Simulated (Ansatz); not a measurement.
A nudged elastic band was laid between two geometries of C3H7NOSi (13 atoms, charge 0, multiplicity 1).

The calculation used RKS revPBE-D4/def2-SVP in Ansatz 0.2.0.

```json
{"movable images": "7", "climbing image": "yes", "spring": "5.0 eV/Å²", "optimiser": "quadratic models (default)", "start path": "IDPP", "force threshold": "0.03 eV/Å", "iteration limit": "60", "end points": "relaxed"}
```

Initial state:

```xyz
13
Properties=species:S:1:pos:R:3
C 0.095 -2.012 -0.155
C 0.408 -0.715 -0.330
O 1.704 -0.207 -0.477
Si 1.210 1.415 -0.066
C -0.490 0.544 -0.291
N -1.596 0.658 0.634
H 0.871 -2.790 -0.122
H -0.961 -2.302 -0.052
H 1.594 1.796 1.337
H 1.718 2.441 -1.038
H -0.846 0.767 -1.323
H -2.374 0.054 0.337
H -1.312 0.316 1.561
```

Final state:

```xyz
13
Properties=species:S:1:pos:R:3
C 0.242 -2.076 -0.137
C 0.462 -0.764 -0.329
O 1.715 -0.157 -0.472
Si 1.104 1.428 -0.088
C -0.539 0.404 -0.323
N -1.671 0.239 0.561
H 1.075 -2.791 -0.091
H -0.793 -2.428 -0.035
H 1.429 1.846 1.322
H 1.595 2.473 -1.054
H -0.907 0.572 -1.360
H -2.326 1.024 0.479
H -1.365 0.195 1.541
```

Question: What changes between the two ends?

Answer: No bond is made or broken. The height of N6 over the plane of its neighbours goes from 0.39 to -0.37 Å.

Question: What energy profile does the band end with?

Answer: It converged. The highest image is number 4 of 0 to 8, 0.160 eV above the first end and 0.137 eV above the last; the last end lies 0.023 eV above the first. A vibrational analysis at the climbing image gives one clearly imaginary mode, 575i cm⁻¹: a first-order saddle point.

| image | path coordinate (Å) | energy (eV) | height of N6 over the plane of its neighbours (Å) |
| --- | --- | --- | --- |
| 0 | 0.00 | 0.000 | 0.39 |
| 1 | 0.21 | 0.006 | 0.38 |
| 2 | 0.41 | 0.029 | 0.35 |
| 3 | 0.62 | 0.098 | 0.22 |
| 4 | 0.82 | 0.160 | 0.01 |
| 5 | 1.01 | 0.110 | -0.19 |
| 6 | 1.20 | 0.050 | -0.32 |
| 7 | 1.40 | 0.029 | -0.36 |
| 8 | 1.59 | 0.023 | -0.37 |

Question: What is the geometry of the highest image?

Answer: 
```xyz
13
Properties=species:S:1:pos:R:3
C 0.234 -2.040 -0.128
C 0.467 -0.731 -0.337
O 1.714 -0.141 -0.545
Si 1.164 1.450 -0.092
C -0.517 0.461 -0.275
N -1.611 0.396 0.619
H 1.051 -2.775 -0.120
H -0.802 -2.370 0.030
H 1.578 1.817 1.309
H 1.653 2.504 -1.051
H -0.888 0.666 -1.303
H -2.562 0.544 0.305
H -1.460 0.182 1.600
```

Question: What are the harmonic wavenumbers there?

Answer: 575i, 107, 191, 238, 303, 393, 434, 516, 595, 627, 675, 703, 749, 768, 784, 807, 907, 939, 1005, 1059, 1173, 1217, 1325, 1350, 1552, 1681, 2140, 2159, 2988, 3099, 3206, 3564, 3695 cm⁻¹.

The band took 7 iterations and about 4 core-minutes.

The run took 2.1 min on 2 threads of Arm Neoverse V2, with other jobs on the host, peak memory 0.17 GiB.
